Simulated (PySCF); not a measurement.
SiH3PHPF2: 4 charge schemes on one density

Compound: SiH3PHPF2, F₂H₄P₂Si.
Numbering: `[F:1][P:2]([F:3])[PH:4][SiH3:5]` (hydrogens: H6 on P4; H7, H8, H9 on Si5)

Structure used (GFN2-xTB), in Å, numbered top down from 1:
```
atom  x, y, z in Å
F1     2.685    1.411    0.696
P2     1.761    0.217    0.108
F3     1.655    0.875   -1.370
P4    -0.178    0.883    0.857
Si5   -1.286   -0.643   -0.386
H6    -0.030    0.062    1.971
H7    -2.592   -0.770    0.257
H8    -0.607   -1.941   -0.425
H9    -1.393   -0.087   -1.733
```

Density: PBE0/pcSseg-1 (PySCF); schemes: Mulliken, IAO, Hirshfeld and ESP-fitted. The structure is a single GFN2-xTB conformer in the gas phase; no vibrational or solvent corrections.

Do the Mulliken, IAO, Hirshfeld and ESP-fitted schemes agree on where the charge is highest?

The schemes don't all agree: Mulliken P2 (+0.805); IAO P2 (+0.962); Hirshfeld P2 (+0.303); ESP-fitted Si5 (+0.295).

At which atom do the 4 schemes differ most?

At P2: from +0.158 (ESP-fitted) to +0.962 e (IAO), 0.804 e apart.

Which atoms carry the lowest charge in the Mulliken, IAO, Hirshfeld and ESP-fitted schemes?

The schemes don't all agree: Mulliken F3 (-0.397); IAO F3 (-0.484); Hirshfeld F1 (-0.167); ESP-fitted P4 (-0.247).

Give the atomic charges in each scheme.

In e:

```tsv
atom	environment	Mulliken	IAO	Hirshfeld	ESP-fitted
F1	phosphorus-bound fluorine	-0.390	-0.481	-0.167	-0.112
P2	three-coordinate phosphorus	+0.805	+0.962	+0.303	+0.158
F3	phosphorus-bound fluorine	-0.397	-0.484	-0.160	-0.109
P4	three-coordinate phosphorus	-0.271	-0.125	-0.032	-0.247
Si5	SiH3 silicon	+0.288	+0.411	+0.260	+0.295
H6	P–H hydrogen	+0.079	-0.001	-0.005	+0.167
H7	Si–H hydrogen	-0.046	-0.089	-0.065	-0.051
H8	Si–H hydrogen	-0.046	-0.105	-0.072	-0.077
H9	Si–H hydrogen	-0.022	-0.088	-0.064	-0.025
```

Mean size of the charges over all atoms: IAO 0.305 e, Mulliken 0.260 e, ESP-fitted 0.138 e, Hirshfeld 0.125 e. Each set sums to the total charge, 0, to within 0.001 e. The IAO scheme projects the occupied orbitals on a minimal set of polarised atomic orbitals and counts the electrons in each atom's part of it. The ESP scheme is a least-squares fit of atom-centred charges to the potential on four shells outside the van der Waals surface, with the total charge fixed.

How closely do the schemes follow one another over all atoms?

Correlation coefficient and root-mean-square difference: Mulliken with IAO 0.98, 0.102 e; IAO with Hirshfeld 0.96, 0.273 e; Mulliken with Hirshfeld 0.92, 0.217 e; Hirshfeld with ESP-fitted 0.77, 0.108 e; Mulliken with ESP-fitted 0.75, 0.255 e; IAO with ESP-fitted 0.69, 0.331 e.

How many electrons does the Hirshfeld scheme count on Si5?

Z − q = 14 − (+0.260) = 13.740.

Sum the charges by element, for elements with more than one atom.

```
element  atoms  Mulliken     IAO  Hirshfeld  ESP-fitted
      F      2    -0.787  -0.965     -0.327      -0.221
      P      2    +0.534  +0.837     +0.272      -0.088
      H      4    -0.035  -0.283     -0.205      +0.014
```

These values come from a run that also computed NMR shieldings. On an x86-64 server with one thread, no GPU, on a shared host, this took 29 s (with the writing of density and orbital grids).
